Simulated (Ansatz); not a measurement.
Start from `[SH][AlH][SH]` and change one atom or group to get `[SH][AlH][Br]`.

Ansatz, PBE0-D4/def2-TZVP geometries, multiplicity 1. Each molecule was computed in one conformer, which needn't be the lowest.

Scalar relativity is left out up to krypton.

```json
{"property": "HOMO–LUMO gap (B3LYP/def2-TZVPP) / eV", "`[SH][AlH][SH]`": "6.15"}
{"property": "LUMO energy (ωB97M-V/def2-TZVPP) / eV", "`[SH][AlH][SH]`": "0.61"}
{"property": "size of the dipole moment (PBE/def2-TZVPP) / D", "`[SH][AlH][SH]`": "1.60"}
{"property": "zero-point energy (PBE0-D4/def2-TZVP) / kJ/mol", "`[SH][AlH][SH]`": "68.0"}
{"property": "HOMO–LUMO gap (PBE0/def2-TZVPP) / eV", "`[SH][AlH][SH]`": "6.59"}
{"property": "HOMO–LUMO gap (PBE/def2-TZVPP) / eV", "`[SH][AlH][SH]`": "4.67"}
```

(1) Give the same properties after the change, and the shifts. (Best estimate.)

## Answers

(1) Computed: 
```
                                      property  `[SH][AlH][Br]`  shift
         HOMO–LUMO gap (B3LYP/def2-TZVPP) / eV             6.26   0.11
         LUMO energy (ωB97M-V/def2-TZVPP) / eV             0.32  -0.29
size of the dipole moment (PBE/def2-TZVPP) / D             0.25  -1.35
zero-point energy (PBE0-D4/def2-TZVP) / kJ/mol             46.3  -21.7
          HOMO–LUMO gap (PBE0/def2-TZVPP) / eV             6.70   0.11
           HOMO–LUMO gap (PBE/def2-TZVPP) / eV             4.76   0.09
```

With PBE0 the HOMO falls by 0.41 eV and the LUMO falls by 0.30 eV, so the gap widens by about 0.11 eV. PBE moves the HOMO by -0.40 eV and ωB97M-V by -0.44 eV. The zero-point energy changes by -21.7 kJ/mol with -3 modes. Dipoles are sizes alone; their direction can turn.

B3LYP here is the variant with VWN-RPA as its local correlation; programs differ in this.

Spin–orbit coupling is left out; it splits and shifts lone-pair levels of the heavy atoms by tenths of an eV.
